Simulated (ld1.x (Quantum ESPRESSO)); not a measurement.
What the settings do to the TM potential of Ca (Z = 20)

Base potential:

ld1.x (Quantum ESPRESSO) 7.5 input, shortened:

```
&input
   title='Ca', zed=20., rel=1, dft='PBE', iswitch=3,
   config='[Ar] 3d0 4s1.75 4p0'
 /
 &inputp
   pseudotype=2, tm=.true., lloc=-2, rcloc=3.35,
   nlcc=.true.
 /
3
4S  1  0   1.75   0.00  3.40  3.40  0.0
3P  2  1   6.00   0.00  1.30  1.30  0.0
3D  3  2   0.00   0.00  2.15  2.15  0.0
 &test
   configts(1)='3p6 3d0 4s1.75 4p0'
 /
```

All-electron outer shells of the reference configuration (PBE, scalar-relativistic, ld1.x):

```json
{"shell": "2p", "level (eV)": "-336.34", "outermost node (bohr)": "–", "outermost maximum (bohr)": "0.25"}
{"shell": "3s", "level (eV)": "-48.68", "outermost node (bohr)": "0.45", "outermost maximum (bohr)": "0.99"}
{"shell": "3p", "level (eV)": "-29.59", "outermost node (bohr)": "0.42", "outermost maximum (bohr)": "1.04"}
{"shell": "4s", "level (eV)": "-5.00", "outermost node (bohr)": "1.43", "outermost maximum (bohr)": "3.33"}
{"shell": "3d", "level (eV)": "-3.41", "outermost node (bohr)": "–", "outermost maximum (bohr)": "1.27"}
{"shell": "4p", "level (eV)": "-2.46", "outermost node (bohr)": "1.62", "outermost maximum (bohr)": "4.18"}
```

Cutoffs, loose and tight: the cutoffs (Ry, on a coarse ladder) from which the occupation-weighted sum of valence levels, in a spherical-Bessel basis at the reference potential, stays within 10 and 1 mRy of its value at 400 Ry. They do not see the model core or the augmentation charge, which bear on the density cutoff. Test errors are all-electron minus pseudo excitation energies from the reference, over the configurations 3p6 3d0 4s2 4p0; 3p6 3d0 4s1 4p0; 3p6 3d0 4s0 4p0; 3p6 3d0 4s1.5 4p0; 3p6 3d1 4s1 4p0; 3p6 3d1 4s0 4p0; 3p5 3d0 4s2 4p0. A dash means not determined; rows that change the core or the reference have their own tests.

The default core radius of the base comes out at 0.64 bohr.

On the changes marked as counting shells twice: ld1.x takes every shell without a wave as core, so the model core holds the marked electrons as well and exchange and correlation see them twice. This cancels in the reference configuration, but the file is broken for other ones, and its errors say nothing about a proper core correction.

| change | outcome | cutoff, loose | cutoff, tight | bound ghosts | largest test error (meV) |
| --- | --- | --- | --- | --- | --- |
| base | generated | 55 Ry | 80 Ry | none | -223 |
| wave 3p (bound): rc 1.30 bohr becomes 3p (bound): rc 0.94 bohr | generated | 120 Ry | 230 Ry | none | -223 |
| wave 3d (bound): rc 2.15 bohr becomes 3d (bound): rc 2.42 bohr | generated | 55 Ry | 80 Ry | none | -223 |
| wave 4s (bound): rc 3.40 bohr becomes 4s (bound): rc 3.44 bohr | generated | 55 Ry | 80 Ry | none | -223 |
| reference 3p6 3d0 4s1.75 4p0.25 (4p counted twice) | generated, misses its reference levels by 0.26 eV | 55 Ry | 80 Ry | none | -628 |
| type ultrasoft; waves now 4s (bound): rcut 2.95, rcutus 3.40 bohr; 4s channel at 0.55 Ry: rcut 2.95, rcutus 3.40 bohr; 3p (bound): rc 1.30 bohr; 4p (bound): rc 1.30 bohr; 3d (bound): rcut 1.85, rcutus 2.15 bohr; 3d channel at 0.6 Ry: rcut 1.85, rcutus 2.15 bohr; local potential all-electron potential smoothed inside 2.45 bohr (lloc = -1); augmentation PSQ, radius 1.50 bohr | failed: compute_q_3bess: problem with the q_i coefficients | – | – | – | – |
| core correction a·sin(br)/r model core inside 1.00 bohr | generated | 55 Ry | 80 Ry | none | -224 |
| all radii but the core radius scaled by about 1.29 (s 4.40, p 1.68, d 2.78 bohr); local potential all-electron potential smoothed inside 4.34 bohr (lloc = -2) | generated | 30 Ry | 50 Ry | none | -68 |
